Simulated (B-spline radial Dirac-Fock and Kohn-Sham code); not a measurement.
## Compton profile of La⁺

System: the La⁺ ion, [Xe] 5d2, inside a Watson sphere of charge -1 and radius 2.2 Å (a model of the Madelung potential; inside it an electron's potential energy is raised by 6.5 eV).

Input file task.json (cfg lists n, l and occupation; rrms is the nuclear radius in fm):

```json
{"items": [{
  "Z": 57,
  "q": 1,
  "cfg": [[1, 0, 2], [2, 0, 2], [2, 1, 6], [3, 0, 2], [3, 1, 6], [3, 2, 10], [4, 0, 2], [4, 1, 6], [4, 2, 10], [5, 0, 2], [5, 1, 6], [5, 2, 2]],
  "A": 139,
  "rrms": 4.855,
  "watson": [-1, 2.2],
  "do": ["scatter"],
  "s": [0.0, 0.05, 0.1, 0.15, 0.2, 0.25, 0.3, 0.35, 0.4, 0.45, 0.5, 0.6, 0.7, 0.8, 0.9, 1.0, 1.1, 1.2, 1.4, 1.6, 1.8, 2.0, 2.5, 3.0, 3.5, 4.0, 5.0, 6.0],
  "pz": [0, 0.1, 0.14, 0.21, 0.29, 0.42, 0.61, 0.87, 1.2, 1.8, 2.6, 3.7, 5.3, 7.6, 11.0, 16.0, 22.0, 32.0, 46.0, 66.0, 94.0],
  "hv_scatter": [1000, 2000, 5000, 10000, 17479.3, 30000, 50000, 200000]
}]}
```

Run with: `python xray_run.py task.json out`

Method: the impulse approximation on Dirac-Fock densities. Computed with a radial atomic solver. pz is in atomic units of momentum; subshell profiles are per electron, for a selection of subshells; open shells are spread over both j values by their weights.

```tsv
pz	J total	J 2s1/2	J 3s1/2	J 5p3/2	J 5d5/2
0.61	7.765	0.0499	0.111	0.375	0.393
0.87	6.477	0.0497	0.109	0.272	0.231
1.2	5.110	0.0493	0.104	0.140	0.100
1.8	3.847	0.0484	0.0933	0.0289	0.0167
2.6	3.030	0.0467	0.0753	0.0169	0.00405
3.7	2.048	0.0435	0.0500	0.00978	0.00343
5.3	1.266	0.0377	0.0232	0.00174	0.00110
7.6	0.8285	0.0282	0.00926	0.00116	0.000192
11	0.4685	0.0156	0.00798	0.000375	0.000154
16	0.2190	0.00508	0.00400	6.64e-05	6.34e-05
22	0.1034	0.00157	0.000806	5.76e-05	1.48e-05
32	0.03800	0.00121	0.000247	2.08e-05	1.46e-06
46	0.01315	0.000812	0.000185	3.68e-06	< 1e-6
66	0.004047	0.000294	6.66e-05	< 1e-6	< 1e-6
94	0.001077	7.48e-05	1.64e-05	< 1e-6	< 1e-6
```

Problem. What is the peak value J(0), and which subshell contributes most to it?

Solution. J(0) = 9.178. The 5p3/2 subshell gives the largest part, 19 %.

Mean momentum ⟨p⟩ by subshell (a.u.): 1s1/2 53.9, 2s1/2 19.1, 2p1/2 25.5, 2p3/2 23.9, 3s1/2 9.45, 3p1/2 11.3, 3p3/2 10.8, 3d3/2 12.9, 3d5/2 12.7, 4s1/2 4.67, 4p1/2 5.19, 4p3/2 5.00, 4d3/2 5.28, 4d5/2 5.21, 5s1/2 1.85, 5p1/2 1.92, 5p3/2 1.83, 5d3/2 1.27, 5d5/2 1.24.
